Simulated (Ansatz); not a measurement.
Born–Oppenheimer molecular dynamics of AlClFGeH$_{5}$O (10 atoms, charge 0, multiplicity 1). It starts at the highest image of a converged band. Of that band: A vibrational analysis at the climbing image gives one clearly imaginary mode, 78i cm⁻¹: a first-order saddle point.

Method: Ansatz, RKS B3LYP-D4/def2-SVP.

| Quantity | Value |
| --- | --- |
| ensemble | NVE (velocity Verlet) |
| time step | 0.5 fs |
| steps asked | 200 |
| starting velocities drawn for | 100 K |
| seed | 6854 |

First frame:

```xyz
10
Properties=species:S:1:pos:R:3
Ge -0.296 -0.037 -0.362
Cl -0.354 0.686 3.057
H 0.834 -1.027 -0.065
H 0.024 1.459 -0.353
F -0.934 -0.431 -1.959
O -1.759 -0.381 0.587
Al -3.167 -1.208 -0.022
H -3.004 -2.702 -0.497
H -4.533 -0.426 0.063
H -1.226 0.224 2.188
```

Q: What does the run give?

A: The run went to its last step.

- steps done: 200
- time covered: 100 fs
- mean temperature over the second half: 61 K
- spread of the potential energy over the second half: 0.7 meV per atom
- mean potential energy of the second half above the start: 4.0 meV per atom

The conserved energy stayed within 0.019 meV per atom of its start (net change 0.0056 meV per atom), so the integration is sound. A run of 0.1 ps of so small a system gives no equilibrium averages. The orbitals stay closed-shell, which can raise the energy where a bond breaks towards radicals; this wasn't checked here.

Q: What happens to the structure?

A: Between its relaxed ends the band would form Ge1–F5, Cl2–H10 and break Ge1–Cl2, F5–Al7, O6–H10. These pairs go: Ge1–F5 1.76 → 1.75 Å, Cl2–H10 1.32 → 1.31 Å, Ge1–Cl2 3.50 → 3.41 Å, F5–Al7 3.06 → 3.60 Å, O6–H10 1.79 → 1.84 Å. In the last frame they stand as after the step (other bonds may differ from the relaxed reactants and products). It ends as AlFGeH4O + ClH. Pairs count as bonded within 1.25 times the sum of covalent radii (0.12 Å more for H–H). This is one draw of velocities; another would differ in detail.

Q: How do temperature and energy run in time?

A: 
| time (fs) | T (K) | potential energy less start (eV) | conserved less start (meV/atom) |
| --- | --- | --- | --- |
| 0 | 100 | 0.000 | 0.00 |
| 5 | 70 | 0.031 | 0.01 |
| 10 | 50 | 0.052 | 0.01 |
| 15 | 58 | 0.044 | 0.01 |
| 20 | 67 | 0.034 | 0.01 |
| 25 | 81 | 0.020 | 0.01 |
| 30 | 71 | 0.030 | 0.01 |
| 35 | 59 | 0.042 | 0.01 |
| 40 | 56 | 0.046 | 0.01 |
| 45 | 59 | 0.042 | 0.01 |
| 50 | 64 | 0.037 | 0.01 |
| 55 | 70 | 0.031 | 0.01 |
| 60 | 70 | 0.031 | 0.00 |
| 65 | 51 | 0.051 | 0.02 |
| 70 | 58 | 0.044 | 0.01 |
| 75 | 67 | 0.034 | 0.00 |
| 80 | 59 | 0.042 | 0.02 |
| 85 | 68 | 0.033 | 0.00 |
| 90 | 53 | 0.049 | 0.01 |
| 95 | 51 | 0.051 | 0.01 |
| 100 | 72 | 0.029 | 0.01 |

Run time: 7.2 min on 4 threads of Arm Neoverse V1, with other jobs on the host, peak memory 0.33 GiB.
